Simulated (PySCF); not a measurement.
H2O2Zn, charge +1, multiplicity 2. Atoms are numbered in the order given.

```xyz
5

Zn     0.0000     0.0000     0.0152
O      0.0000     1.7614    -0.1101
H      0.0000     2.3642     0.6526
O      0.0000    -1.7614    -0.1101
H      0.0000    -2.3642     0.6526
```
Charge +1, spin multiplicity 2.

The structure is a stationary point at ωB97X-D3(BJ)/def2-TZVP. The geometry has at least one imaginary mode, so it is a saddle point at that level. The spin state was assumed, not searched. The isomer is the one that the SMILES or the coordinates give; other isomers of the formula were not compared. Other conformers were not sampled.

The numbers are results of C-PCM-PBE0/def2-SVP in PySCF 2.14.0, not measurements.

The values are the electrostatic part of the solvation free energy, E(continuum) − E(gas) at the gas-phase geometry, in a cavity of scaled van der Waals radii (PySCF's table); cavitation and dispersion terms are not included. A continuum can't describe solvent molecules that bind to the metal.

```json
[
 {"solvent": "water", "ε": "78.36", "ΔG(elec) (kcal/mol)": "-92.4"},
 {"solvent": "dimethylsulfoxide", "ε": "46.83", "ΔG(elec) (kcal/mol)": "-91.6"},
 {"solvent": "benzene", "ε": "2.27", "ΔG(elec) (kcal/mol)": "-51.4"}
]
```
